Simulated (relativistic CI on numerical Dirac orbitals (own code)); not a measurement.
**Tb XXXI: q coefficients and field-shift factors**

Computed by Dirac-Coulomb-Breit CI, KLI orbitals optimised for each configuration, derivatives by finite differences, unscaled Slater integrals, QED left out (own radial code, finite nucleus).

Configuration list (outside the closed core [Ar] 3d10): 4s²4p⁵, 4s4p⁶, 4s²4p⁴4d, 4s4p⁵4d, 4s²4p⁴4f, 4s4p⁵4f. Double excitations out of closed p, d and f shells are left out; levels of such configurations are missing from the list, as are those of other unlisted configurations, and high levels can miss mixing partners.

With x = (α/α₀)² − 1 an excitation energy changes as ω = ω₀ + qx; K = 2q/ω₀ is the relative enhancement. Terms are leading LS components, so labels can repeat. The field-shift factor is F = δν/δ⟨r²⟩ for the transition from the lowest level.

Lowest level 4s²4p⁵ ²P°3/2.

| Level | ω₀ (cm⁻¹) | q (cm⁻¹) | F (GHz/fm²) |
| --- | --- | --- | --- |
| 4s²4p⁵ ²P°1/2 | 366318 | 423100 | -33.2 |
| 4s4p⁶ ²S1/2 | 944640 | 250000 | -330 |
| 4s²4p⁴4d ⁴D3/2 | 963777 | 30400 | 6.77 |
| 4s²4p⁴4d ⁴D5/2 | 973192 | 41000 | 6.46 |
| 4s²4p⁴4d ⁴F7/2 | 993883 | 37750 | 6.38 |
| 4s²4p⁴4d ²P1/2 | 1003263 | 146100 | -116 |
| 4s²4p⁴4d ²F7/2 | 1045618 | 101000 | 7.44 |
| 4s²4p⁴4d ²D3/2 | 1049460 | 40780 | 6.76 |
| 4s²4p⁴4d ⁴F9/2 | 1051115 | 104000 | 7.49 |
| 4s²4p⁴4d ²D5/2 | 1141446 | 112500 | 8.14 |
| 4s²4p⁴4d ⁴P1/2 | 1152192 | 253100 | -185 |
| 4s²4p⁴4d ²D3/2 | 1166972 | 140700 | 4.77 |
| 4s²4p⁴4d ²F5/2 | 1182553 | 157700 | 2.37 |
| 4s²4p⁴4d ⁴D1/2 | 1295674 | 448800 | -26.6 |
| 4s²4p⁴4d ⁴D3/2 | 1327597 | 451700 | -25.5 |
| 4s²4p⁴4d ²F5/2 | 1361441 | 441600 | -25.1 |
| 4s²4p⁴4d ²G7/2 | 1365394 | 449700 | -26.3 |
| 4s²4p⁴4d ⁴D7/2 | 1394171 | 522200 | -24.5 |
| 4s²4p⁴4d ²P3/2 | 1423258 | 526500 | -23.9 |
| 4s²4p⁴4d ²G9/2 | 1435901 | 526700 | -25.2 |
| 4s²4p⁴4d ²F5/2 | 1436981 | 526200 | -24.3 |
| 4s²4p⁴4d ²D5/2 | 1460921 | 521600 | -23.2 |
| 4s²4p⁴4d ²F7/2 | 1489936 | 522300 | -23.6 |

At this charge energies of transitions that change n are usually good to better than 1 %, and those within a shell (Δn = 0) to a few per cent.

Which transition from the lowest level has the largest |K|?

4s²4p⁵ ²P°1/2 at 366318 cm⁻¹, K = 2.31.
